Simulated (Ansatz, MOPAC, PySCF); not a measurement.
System: SrCl$_{2}$, net charge 0, singlet state. SMILES: [Cl][Sr][Cl]
Coordinates optimised at B3LYP-D3(BJ)/def2-TZVP (Ansatz, a program for electronic structure):
```xyz
3

Sr     0.1863    -0.3163     0.1135
Cl     1.5438     0.7669    -1.8498
Cl    -1.9601    -0.0599     1.5960
```

Wanted: size of the dipole moment, in D. Set-up: PM7 with its own dispersion and hydrogen-bond terms; dispersion terms only where a functional's name holds one; LANL2DZ with its own core potentials from Na on; no spin-orbit coupling; 6-31G* and kin with 6d, 5d where marked; STO-3G and 3-21G all-electron and non-relativistic; def2 sets with scalar-relativistic core potentials past Kr. Ab initio and DFT rows: single points at B3LYP-D3(BJ) geometries (Ansatz). Semi-empirical rows: dipoles at the shared geometry.

```json
[
 {"level": "AM1", "program": "MOPAC", "size of the dipole moment (D)": "4.51"},
 {"level": "PM3", "program": "MOPAC", "size of the dipole moment (D)": "4.93"},
 {"level": "PM7", "program": "MOPAC", "size of the dipole moment (D)": "6.81"},
 {"level": "SVWN5/6-31G* with LANL2DZ past Ar", "program": "Ansatz", "size of the dipole moment (D)": "5.92"},
 {"level": "PBE/LANL2DZ", "program": "Ansatz", "size of the dipole moment (D)": "5.97"},
 {"level": "PBE/6-31G* with LANL2DZ past Ar", "program": "Ansatz", "size of the dipole moment (D)": "5.98"},
 {"level": "BLYP/6-31G* with LANL2DZ past Ar", "program": "Ansatz", "size of the dipole moment (D)": "5.86"},
 {"level": "BP86/def2-SVP", "program": "PySCF", "size of the dipole moment (D)": "4.78"},
 {"level": "BP86/6-31G* with LANL2DZ past Ar (5d)", "program": "PySCF", "size of the dipole moment (D)": "6.04"},
 {"level": "B3LYP/3-21G", "program": "Ansatz", "size of the dipole moment (D)": "6.33"},
 {"level": "B3LYP/LANL2DZ", "program": "Ansatz", "size of the dipole moment (D)": "6.21"},
 {"level": "B3LYP/def2-SVP", "program": "Ansatz", "size of the dipole moment (D)": "4.92"},
 {"level": "B3LYP/6-31G* with LANL2DZ past Ar", "program": "Ansatz", "size of the dipole moment (D)": "6.15"},
 {"level": "M06-2X/6-31G* with LANL2DZ past Ar (5d)", "program": "PySCF", "size of the dipole moment (D)": "6.40"}
]
```

No value to compare with is used here. The 14 habitual levels span 4.51 (AM1) to 6.81 D (PM7).

The levels are drawn from those run, B3LYP/6-31G* more often than the rest, none by its result; left out are runs that failed, that the program found above a lower state of the same kind, or whose <S^2> lies over 0.5 above the pure value.
